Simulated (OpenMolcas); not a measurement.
A calculation on Si I.

```json
{
  "Program": "OpenMolcas 26.06",
  "Method": "RASSCF",
  "Basis": "ANO-RCC-VTZP [5s4p2d1f]",
  "Scalar Hamiltonian": "DKH2, point nucleus",
  "Active space": "4 electrons in 9 orbitals (RAS2 3s 3p; RAS3 3d, at most 2 electrons)",
  "State averaging": "2S+1 = 3 even, 3 roots; 2S+1 = 1 even, 6 roots; 2S+1 = 5 odd, 1 root; 2S+1 = 3 odd, 8 roots; 2S+1 = 1 odd, 5 roots",
  "Spin-orbit coupling": "RASSI with atomic mean-field integrals over the reference wave functions, term energies averaged over their components"
}
```

**Question.** Which level of the active space comes out lowest?

**Answer.** 3s2 3p2 3P0, with 100 % of that term; it is also the measured ground level.

**Question.** How high does 3s 3p3 3D* 2 lie?

**Answer.** 46812 cm-1 above the lowest level; measured 45294 cm-1 above the ground level, so the calculation is off by +3 %.

**Question.** How high does 3s2 3p2 3P1 lie?

**Answer.** 66.9 cm-1 above the lowest level; measured 77.1 cm-1 above the ground level, so the calculation is off by -13 %.

**Question.** How high does 3s2 3p2 1S0 lie?

**Answer.** 19438 cm-1 above the lowest level; measured 15394 cm-1 above the ground level, so the calculation is off by +26 %.

Measured values: NIST Handbook of Basic Atomic Spectroscopic Data.

Without dynamic correlation excited terms often stand tens of per cent too high (terms of higher spin than the ground term too low), and those without a measured partner can miss by more than the paired ones. The run also gave levels led by 3s2 3p 3d, which use shells meant for correlation; these and all levels above them are left out. Some terms mix strongly with configurations of 3d, whose occupation reaches 0.28 (3s 3p3 3D*). Computed and measured levels are paired by configuration, term and J; levels that our copy of the source lacks, or whose pairing is in doubt (as where it misses far off the trend of its configuration), stay unpaired and out of the deviations. Only configurations of the active space appear.

* marks odd parity.
